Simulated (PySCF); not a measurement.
# Dipole moment and polarisability of (GeH3)3P

(GeH3)3P, Ge₃H₉P.
Cartesian coordinates in Å at the PBE0-D3(BJ)/def2-SVP level; atoms count from 1:
```xyz
13
Ge3H9P angstrom
Ge     1.9772   -0.7367    0.2295
P      0.1665    0.1904   -0.8923
Ge    -0.2276    1.9405    0.5843
Ge    -1.4504   -1.2584   -0.0650
H      1.6994   -0.9246    1.7355
H      2.2848   -2.1039   -0.4070
H      3.1843    0.2004    0.0465
H     -0.2784    1.4681    2.0521
H      0.9047    2.9698    0.4183
H     -1.5727    2.5882    0.2095
H     -2.8331   -0.7143   -0.4667
H     -1.3814   -1.3962    1.4703
H     -1.2327   -2.6383   -0.7112
```

Level: B3LYP/def2-SVPD (PySCF), static field, nuclei fixed, core orbitals frozen in the response. The polarisability tensor in these axes (au):

```
x   140.06  -0.35   1.79
y    -0.35 139.30   5.55
z     1.79   5.55 109.42
```

Diagonalise the tensor; give its mean and Δα, where Δα² is half the sum of the squared differences of the eigenvalues.

Principal values 108.31, 140.16 and 140.30 au; mean 129.59 au = 19.20 Å³ = 21.37 × 10⁻⁴⁰ C²·m²/J; Δα = 31.92 au (25 % of the mean).

What is the dipole moment, and where does it point?

(-0.03, -0.08, 0.49) D, 0.50 D in size, pointing from the negative to the positive side. Measured along this direction, the outermost atoms are P2 at the negative end and H8, H5 and H12 at the positive end.

Refractivity n − 1 of an ideal gas of it at 273.15 K and 1 atm, from the electronic α?

N = p/kT = 2.6868 × 10¹⁹ cm⁻³, so n − 1 = 2π × N × 19.20 × 10⁻²⁴ cm³ = 3242 × 10⁻⁶ at long wavelengths.

What depolarisation ratio follows for Rayleigh scattering of linearly polarised light, taking the static tensor?

ρ = 3Δα²/(45ᾱ² + 4Δα²) = 3056.5/(755740 + 4075.4) = 0.00402.

Find the Langevin capture rate constant for O2+ (31.990 u) meeting this molecule (261.808 u), k = 2.342 × 10⁻⁹ cm³/s × √(α in Å³ / reduced mass in u).

The reduced mass is 28.51 u, so k = 1.92 × 10⁻⁹ cm³/s. The formula leaves out the permanent dipole, which adds to the capture rate.

Sum over states: ᾱ = Σ f/ω², ω in Eh. What share falls to these 10 lowest TDDFT singlets (eV, f)? 5.64, 0.0410; 5.69, 0.0419; 5.69, 0.0428; 5.99, 0.0073; 6.19, 0.0084; 6.20, 0.0086; 6.69, 0.0000; 6.82, 0.0093; 6.82, 0.0077; 6.87, 0.0030.

They add up to 3.69 au, 2.8 % of the 129.59 au; the largest single term is 0.98 au, from the state at 5.69 eV. Terms in order: 0.95, 0.96, 0.98, 0.15, 0.16, 0.17, 0.00, 0.15, 0.12, 0.05 au. Higher excitations give the rest. The strengths listed sum to 0.170.

Molar refractivity from α?

Lorentz–Lorenz: R = (4π/3)N_A α = 2.5225 cm³/(mol·Å³) × 19.20 Å³ = 48.4 cm³/mol, in the limit of long wavelengths.

Geometry: PBE0-D3(BJ)/def2-SVP; no solvent, vibrations or thermal averaging. The calculation is non-relativistic, for germanium too.

The run behind these numbers computed excited states and ΔSCF ions as well. On an Intel Xeon Platinum 8259CL at 2.50 GHz with one thread, no GPU, on a shared host, this took 4.9 min wall and 1.2 GiB of memory at its peak.
